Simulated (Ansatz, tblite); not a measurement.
Cost and result up the ladder for Ga2H4⁻ (the lowest doublet isomer of a short search) (6 atoms). The state is a doublet with charge -1. Geometry: PBE0-D4/def2-TZVPD.

```tsv
atom	x (Å)	y (Å)	z (Å)
Ga1	0.7411	-0.7643	0.5298
Ga2	-0.7377	0.7662	-0.5319
H3	0.5476	-1.3326	2.0202
H4	-0.5541	1.3364	-2.0227
H5	-2.0620	1.3667	0.1514
H6	2.0652	-1.3724	-0.1468
```

Ansatz on 4 threads of Arm Neoverse V1 on a shared host; xTB runs through tblite on one thread. Times are rough, summed over both states, and most runs start from the orbitals of an earlier one. PBE0-D4/def2-TZVPD serves as the yardstick here, not as an exact answer. The other state is a singlet.

The xTB rows come from tblite. The structure comes from a short search, and lower isomers may exist.

Raw xTB energies of ions are shifted by several eV, and xTB has no spin-polarisation term.

```json
{"level": "GFN1-xTB", "functions": "26", "wall time": "0.005 s", "vertical IE (eV)": "5.28", "difference from PBE0-D4/def2-TZVPD (eV)": "3.74", "remarks": "–"}
{"level": "PBE-D4/def2-TZVPD", "functions": "144", "wall time": "3.2 s", "vertical IE (eV)": "1.58", "difference from PBE0-D4/def2-TZVPD (eV)": "0.04", "remarks": "HOMO above zero (-1 doublet)"}
{"level": "PBE0-D4/def2-TZVPD", "functions": "144", "wall time": "4.3 s", "vertical IE (eV)": "1.54", "difference from PBE0-D4/def2-TZVPD (eV)": "0.00", "remarks": "HOMO above zero (-1 doublet)"}
{"level": "r2SCAN-D4/def2-TZVPD", "functions": "144", "wall time": "6.5 s", "vertical IE (eV)": "1.66", "difference from PBE0-D4/def2-TZVPD (eV)": "0.12", "remarks": "HOMO above zero (-1 doublet)"}
```
